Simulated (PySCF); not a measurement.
## Se(2+): ionisation energy

Se(2+) [Ar] 3d10 4s2 4p2 (3P) → Se(3+) [Ar] 3d10 4s2 4p1 (2P), as a difference of total energies. Calculation: PySCF 2.14, in aug-cc-pVQZ-PP with ECP10MDF (7s6p5d3f2g, 89 functions); scalar relativity through the core potential. Correlated levels: valence: 3s2 3p6 3d10 frozen. The calculations carry no spin-orbit coupling.

```
           method  ionisation energy (eV)
              UHF                  30.996
              LDA                  31.642
              PBE                  31.466
             PBE0                  31.553
           r2SCAN                  31.780
          LC-wPBE                  31.629
             BLYP                  31.314
          wB97X-V                  31.325
           revPBE                  31.418
    MP2 (valence)                  31.433
SCS-MP2 (valence)                  31.356
```

Q: How much does correlation contribute at MP2 (valence)?

A: 31.433 − (30.996) = 0.437 eV, measured against UHF.

The reference lies between the lowest fine-structure levels, while these numbers refer to the centres of the terms.

Errors of the correlated levels include the incompleteness of this basis and the frozen core.

For comparison: 31.697 ± 0.019 eV (measured; NIST Atomic Spectra Database, ionization energies).
